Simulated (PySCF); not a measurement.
**Iron: a sound run and one with changed settings**

Sound run: Fe [Ar] 3d6 4s2, Fe+ [Ar] 3d6 4s1. Calculation: PySCF 2.14, in def2-TZVP; the non-relativistic Hamiltonian (point nucleus). In the sound run the correlated levels freeze [Ar]. The sound run starts from symmetry-adapted Hartree-Fock orbitals and uses a fine grid where one is needed.

Changed run: the spin-free X2C one-electron Hamiltonian (Gaussian nucleus). This setting is unsound on purpose.

```
species  method  sound run (hartree)  changed run (hartree)  converged
     Fe     UHF          -1262.42747            -1269.78440        yes
     Fe    BP86          -1263.83215            -1271.18743        yes
     Fe   B3LYP          -1263.69638            -1271.05193        yes
     Fe     MP2          -1262.57148            -1269.93047        yes
    Fe+     UHF          -1262.19337            -1269.54802        yes
    Fe+    BP86          -1263.54108            -1270.89270        yes
    Fe+   B3LYP          -1263.40409            -1270.75570        yes
    Fe+     MP2          -1262.30592            -1269.66196        yes
```

Ionisation energy of Fe:

| method | sound run (eV) | changed run (eV) |
| --- | --- | --- |
| UHF | 6.370 | 6.432 |
| BP86 | 7.921 | 8.020 |
| B3LYP | 7.954 | 8.061 |
| MP2 | 7.226 | 7.307 |
| SCS-MP2 | 7.374 | 7.455 |

Most of the change in total energy is the relativistic energy itself. On top of that the contraction fixes the core shape for the Hamiltonian it was made with, so the changed run is not a good calculation with the other Hamiltonian either.

For comparison, NIST gives 7.902 eV between the lowest levels.
